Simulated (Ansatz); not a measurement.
An input meant for the cluster Ba3⁺ (charge 1, doublet).

```yaml
crystal:
  periodic: [false, false, false]
  atoms:
    - {symbol: Ba, position_ang: [-2.168639, -1.267661, -0.381943]}
    - {symbol: Ba, position_ang: [1.939906, -0.862386, 1.395935]}
    - {symbol: Ba, position_ang: [0.228733, 2.130047, -1.013992]}
basis:
  gaussian: {orbitals: def2-mTZVP, final_grid: {core_spheres: 20, valence_spheres: 16, degree: 47}}
total_charge: 1
magnetization: {spin_polarized: true, initial_magnetization: 1}
hamiltonian: {xc: {name: HF}}
correlation: {active_space: {window: {electrons: 2, orbitals: 1}}}
output: {forces: true}
```

```sh
$ ansatz run in.yaml --threads 4 --pin off --events-out ev --progress --plain --max-ram 3916MiB
```

Output, abridged:

```
Error: invalid value for `correlation.active_space`: it starts from restricted Hartree–Fock orbitals; set hamiltonian.xc: hf without magnetization.spin_polarized
```

In the def2 sets Ba takes a core potential; there is no spin–orbit coupling.
